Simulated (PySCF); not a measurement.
Computed IR spectrum (relative IR intensity) of a molecule C5H7F. The structure is a stationary point at PBE-D3(BJ)/def2-SVP. One conformer was computed; it need not be the lowest. All values below come from PBE-D3(BJ)/def2-SVP in PySCF. Harmonic, unscaled wavenumbers; measured fundamentals usually lie a few per cent lower.

Lines under 2 % of the strongest are left out, and lines within 2 cm⁻¹ are merged.

ν (cm⁻¹): 175 (vw), 338 (w), 400 (vw), 543 (w), 547 (w), 646 (s), 684 (m), 710 (vw), 870 (s), 941 (m), 1140 (vs), 1180 (m), 1221 (vs), 1324 (m), 1340 (m), 1392 (vw), 1424 (w), 2163 (vw), 2985 (w), 2988 (w), 3088 (m), 3094 (m), 3407 (vs) (against the strongest line: vs over 80 %, s over 45 %, m over 15 %, w over 4 %, vw less)

Problem. Which structure fits?
A) C#CC(C)(C)F
B) C=C=C[C@@H](C)F
C) CC1=C(F)CC1
D) CC=C=C(C)F

Solution. A, C#CC(C)(C)F
